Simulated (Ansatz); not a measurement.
Input for Ansatz (a program for electronic structure): U-CCSD(T)/cc-pVDZ on GeO, a point of a bond scan (R = 2.857 Å). The run froze 15 orbitals, filled d shells among them.

Ansatz 0.2 input:
```yaml
crystal:
  periodic: [false, false, false]
  atoms:
    - {symbol: Ge, position_ang: [-0.00000000, -0.00000000, -0.32648771]}
    - {symbol: O, position_ang: [0.00000000, 0.00000000, 2.53027973]}
basis:
  gaussian:
    orbitals: cc-pVDZ
correlation: {method: ccsd_t, electrons: outside_noble_gas}
scf: {omitted_lower_state_checks: [cluster_reference]}
magnetization: {spin_polarized: true, initial_magnetization: 0}
```

Output:

```
WARN ansatz: RAYON_NUM_THREADS=1 ignored (pool sized by the plan → 1); use --threads N
Functional definition: HF
these checks for a lower state are left out or cut short: cluster_reference
integrals: 0.02 GiB planned
460 factors; integrals over basis functions are off by at most 8.7e-4 eV
mean field: 0.12 GiB planned
mean field evaluation 1: about -58482.6307 eV, gradient 4.8e1 eV
mean field evaluation 2: about -58482.6336 eV, gradient 4.8e1 eV
mean field evaluation 4: about -58487.9371 eV, gradient 3.7e1 eV
mean field evaluation 8: about -58502.2473 eV, gradient 5.0e0 eV
mean field evaluation 16: about -58502.5543 eV, gradient 7.3e-4 eV
mean field evaluation 32: about -58505.4118 eV, gradient 5.9e-3 eV
mean field evaluation 64: about -58505.6036 eV, gradient 2.1e-1 eV
mean field evaluation 96: about -58506.9400 eV, gradient 8.0e-7 eV
mean field evaluation 128: about -58505.4392 eV, gradient 1.5e1 eV
mean field evaluation 160: about -58499.1466 eV, gradient 3.2e1 eV
mean field evaluation 192: about -58506.9396 eV, gradient 9.9e-2 eV
mean field evaluation 224: about -58506.8100 eV, gradient 2.9e-1 eV
mean field evaluation 256: about -58503.5819 eV, gradient 1.3e1 eV
mean field evaluation 288: about -58506.7529 eV, gradient 1.6e-1 eV
mean field evaluation 320: about -58505.4519 eV, gradient 1.3e0 eV
mean field evaluation 352: about -58502.5543 eV, gradient 1.3e-5 eV
mean field -58506.93995899 eV, -2150.0903860646 hartree, gradient 1.2e-6 eV, S^2 1.997324; 16 other end points of the search recorded, 0 dependent functions left out
15 core orbitals not correlated
reference -58506.93995899 eV, -2150.0903860646 hartree; 5, 5 occupied and 21, 21 virtual orbitals, 460 factors
second order -3.96300530 eV of doubles, -0.00000000 eV of singles
coupled cluster: 0.06 GiB planned
cycle   1  -4.58777859 eV  change   -6.2e-1 eV  update   6.4e-2
cycle   2  -4.80891688 eV  change   -2.2e-1 eV  update   2.7e-2
cycle   3  -4.82964956 eV  change   -2.1e-2 eV  update   2.1e-2
cycle   4  -4.84871080 eV  change   -1.9e-2 eV  update   1.8e-2
cycle   5  -4.87825838 eV  change   -3.0e-2 eV  update   1.5e-2
cycle   6  -4.91281823 eV  change   -3.5e-2 eV  update   9.7e-3
cycle   7  -4.91936841 eV  change   -6.6e-3 eV  update   4.7e-3
cycle   8  -4.92411161 eV  change   -4.7e-3 eV  update   2.7e-3
cycle   9  -4.92785547 eV  change   -3.7e-3 eV  update   1.7e-3
cycle  10  -4.92824964 eV  change   -3.9e-4 eV  update   1.1e-3
cycle  11  -4.92780337 eV  change    4.5e-4 eV  update   8.2e-4
cycle  12  -4.92934464 eV  change   -1.5e-3 eV  update   6.8e-4
cycle  13  -4.92841379 eV  change    9.3e-4 eV  update   5.6e-4
cycle  14  -4.92898076 eV  change   -5.7e-4 eV  update   3.5e-4
cycle  15  -4.92915044 eV  change   -1.7e-4 eV  update   1.4e-4
cycle  16  -4.92916065 eV  change   -1.0e-5 eV  update   7.3e-5
cycle  17  -4.92914718 eV  change    1.3e-5 eV  update   4.3e-5
cycle  18  -4.92910142 eV  change    4.6e-5 eV  update   2.3e-5
cycle  19  -4.92909744 eV  change    4.0e-6 eV  update   1.3e-5
cycle  20  -4.92911295 eV  change   -1.6e-5 eV  update   9.7e-6
cycle  21  -4.92912547 eV  change   -1.3e-5 eV  update   4.7e-6
cycle  22  -4.92912337 eV  change    2.1e-6 eV  update   2.6e-6
coupled cluster: 0.06 GiB planned
perturbative correction -0.14214794 eV, -0.0052238403 hartree
WARN: the results are in doubt because among natural orbitals full CI differs from the method by -0.106 eV
Total energy: -58512.01123030 eV, -2150.2767518477 hartree
In doubt: among natural orbitals full CI differs from the method by -0.106 eV
Checks for a lower state left out: cluster_reference
```

The calculation finished and met its thresholds. Its determinant has ⟨S²⟩ = 2.00, a mixture of spin states.

Warnings raised: large difference.

Cost: roughly 2.3 core-seconds.
